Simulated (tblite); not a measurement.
Species: C2H7BF2GeO.
Bonds: C1–O2, O2–C3, C3–Ge4, Ge4–B5, B5–F6, B5–F7. Hydrogens: H8, H9, H10 on C1; H11, H12 on C3; H13, H14 on Ge4.

Computed with GFN2-xTB (tblite), gas phase: L-BFGS steps from a force-field or distance-geometry start until the largest atomic force falls under 0.01 eV/Å.

Geometry at step 68:
```
atom  x, y, z in Å
C1      2.0779    0.7458   -0.5640
O2      0.8069    0.1484   -0.5374
C3      0.4673   -0.3884    0.7277
Ge4    -1.3410   -1.1021    0.3160
B5     -2.3710    0.4883   -0.4027
F6     -3.3055    0.4400   -1.3494
F7     -2.1275    1.7087    0.0597
H8      2.1444    1.5489    0.1818
H9      2.2120    1.1511   -1.5651
H10     2.8681    0.0098   -0.3640
H11     1.1994   -1.1453    1.0309
H12     0.4670    0.3934    1.5025
H13    -1.1316   -2.2204   -0.6559
H14    -1.9672   -1.7786    1.5082
```

**Question.** Give the atomic forces at this geometry.

**Answer.** 
```csv
atom,Fx (eV/Å),Fy (eV/Å),Fz (eV/Å)
C1,0.001,-0.004,-0.010
O2,0.004,0.004,0.099
C3,0.007,-0.072,0.045
Ge4,0.053,0.055,-0.003
B5,-0.338,0.373,-0.276
F6,0.527,0.125,0.541
F7,-0.215,-0.531,-0.285
H8,0.025,-0.006,-0.070
H9,0.009,0.048,0.016
H10,-0.050,0.009,0.023
H11,-0.003,-0.041,0.015
H12,-0.041,-0.031,-0.084
H13,-0.042,0.029,-0.014
H14,0.062,0.042,0.004
```

The largest, 0.77 eV/Å, acts on F6; the rms over all components is 0.181 eV/Å. The forces sum to zero within rounding, as they must for an isolated molecule in no field.

**Question.** Give the force on F6 in Eh/bohr and in nN.

**Answer.** 0.766 eV/Å ÷ 51.422 = 0.01489 Eh/bohr, and 0.766 eV/Å × 1.602 = 1.23 nN.

**Question.** How far is this geometry from the end of the optimisation?

**Answer.** 0.030 eV above it, and 0.219 Å rms away after alignment. The bonds farthest from their final lengths, with half the difference of the two atoms' forces along the bond (positive lengthens):

```csv
bond,now (Å),final (Å),force along bond (eV/Å)
B5–F6,1.331,1.312,-0.59
B5–F7,1.328,1.314,-0.41
Ge4–H14,1.507,1.504,0.00
C3–H12,1.101,1.099,-0.03
O2–C3,1.416,1.414,-0.01
```

The angle farthest from its final value is C3–Ge4–H14, 112.1° against 108.4°.

Of the 2 listed bonds off by 0.010 Å or more, this force points towards the final length in 2.

What follows is the cost of the whole relaxation. Time: 0.86 s of wall time. Hardware: AMD EPYC 7B13, one thread, shared host with 96 logical CPUs at a one-minute load of 24.
